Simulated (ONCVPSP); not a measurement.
# Potentials for iron compared

Generated with ld1.x 7.5 (TM, RRKJ, ultrasoft, PAW), atompaw 4.2 or ONCVPSP 4.0.1. The cutoff is in Ry: for ld1.x and atompaw files where the sum of valence levels is converged to 10 mRy in a Bessel basis, for ONCV files where the hardest occupied wave has 1 mHa per electron of residual kinetic energy. The error is the largest all-electron minus pseudo excitation energy over each file’s own four to seven test configurations (ionisations up to +4, promotions, holes and added fractions of an electron), all of which were solved. The labels leave out finer settings (local radius, basis sizes, second energies), which also bear on the numbers. Spin-polarised tests are not counted. The rows are a selection from randomly drawn settings: files with unsolved tests, undetermined cutoffs or missed reference levels are left out.

A true bound ghost makes a file unfit for plane-wave use even where its test errors are small: the radial tests pick states by their node count and pass the ghost by.

| potential | cutoff (Ry) | largest error (meV) | bound ghosts |
| --- | --- | --- | --- |
| ONCV, PBE, fully relativistic, rc 2.55/2.15/1.20 (spd), local d, core correction yes, reference 3d6 4s2, qcut 2.5/4.3/11.6, projectors 2/2/0 | 115 | -536 | s |
| ONCV, PBEsol, scalar-relativistic, rc 1.30/0.95/1.90 (spd), local smoothed, core correction yes, reference 3s2 3p6 3d6 4s0.5, qcut 11.4/9/9.2, projectors 3/2/2 | 91 | +7.2 | none |
| ONCV, LDA (Perdew-Zunger), scalar-relativistic, rc 1.60/1.05/0.90 (spd), local d, core correction no, reference 3s2 3p6 3d6.5 4s1.5, qcut 7.9/11.9/10.1, projectors 2/2/0 | 558 | -2.8 | none |
| ONCV, PBE, scalar-relativistic, rc 2.50/2.50/1.55 (spd), local smoothed, core correction yes, reference 3d6 4s1.75, qcut 3.3/2.9/8.7, projectors 2/2/1 | 69 | -141 | s |
| ONCV, PBE, scalar-relativistic, rc 1.15/1.15/1.05 (spd), local smoothed, core correction no, reference 3s2 3p6 3d6 4s2, qcut 12.4/9.6/16.9, projectors 2/3/2 | 187 | -3.7 | none |

Q: Fill in the row for Fe: ONCV, LDA (Perdew-Zunger), scalar-relativistic, rc 2.25/1.80/1.80 (spd), local d, core correction yes, reference 3d6 4s2, qcut 2.4/4/8.3, projectors 2/2/0.

A: cutoff 62 Ry, largest error -620 meV, bound ghosts: s, p.

Q: Fill in the row for Fe: ONCV, Wu-Cohen, scalar-relativistic, rc 1.65/1.25/1.10 (spd), local d, core correction yes, reference 3s2 3p6 3d6 4s1, qcut 9.4/10.3/16.2, projectors 2/1/0.

A: cutoff 174 Ry, largest error -11 meV, bound ghosts: none.
